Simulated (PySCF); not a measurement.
**From computed data to an observable: refractive index and permittivity of the vapour**

C3H3BO2, SMILES C#CB(O)C=O.

Geometry optimised at PBE0-D3(BJ)/def2-SVP. This is a generated structure with no PubChem entry under its InChIKey; it may be hypothetical. The values are those of a single conformer.

B3LYP/def2-TZVP run with PySCF gives a mean static polarisability of 52.3 bohr³ and a dipole moment of 3.51 D. Take an ideal gas at 298.15 K and 1 bar, whether or not the substance is that volatile.

### Question
Work out n − 1 in the optical limit and the static ε − 1.

### Answer

Polarisability volume α' = 52.3 × 0.148185 = 7.75 Å³. Number density N = p/kT = 2.43e-5 Å⁻³.
Dilute limit of Lorentz–Lorenz: n − 1 = 2π N α' = 0.0012.
Orientation term of Debye: μ²/(3kT) = 8.098 Å³ × μ²(D²) = 99.77 Å³.
ε − 1 = 4π N (α' + μ²/3kT) = 0.033. Orientation of the dipole supplies 93 % of the static response; it can't follow optical fields. Vibrational polarisation and dispersion are left out.
